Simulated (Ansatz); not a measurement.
`F[B]1[CH2][AlH]1` at its PBE0-D4/def2-TZVP geometry, where that method's forces vanish. The species carries charge 0 and has multiplicity 1.

```xyz
7

F     0.2138    1.8306    1.5652
B     0.3272    0.8461    0.6867
C    -0.6100    0.3323   -0.3335
Al    0.8908   -1.0031    0.2658
H    -0.2930   -0.3128   -1.1791
H    -1.6007    0.7207   -0.5693
H     1.0719   -2.4137   -0.4359
```

Problem. What forces (eV/Å) does B3LYP-D4/def2-TZVPP give on these atoms in the Gaussian-basis code of Ansatz? (Best estimate.)

Solution. Ansatz gave: 
```
F1  -0.014  0.139  0.138
B2  -0.028 -0.150 -0.184
C3  -0.082  0.034 -0.126
Al4  0.120 -0.178  0.022
H5  -0.051  0.087  0.084
H6   0.060 -0.008  0.024
H7  -0.004  0.077  0.041
```

B3LYP here is the variant with VWN-RPA as its local correlation; programs differ in this.
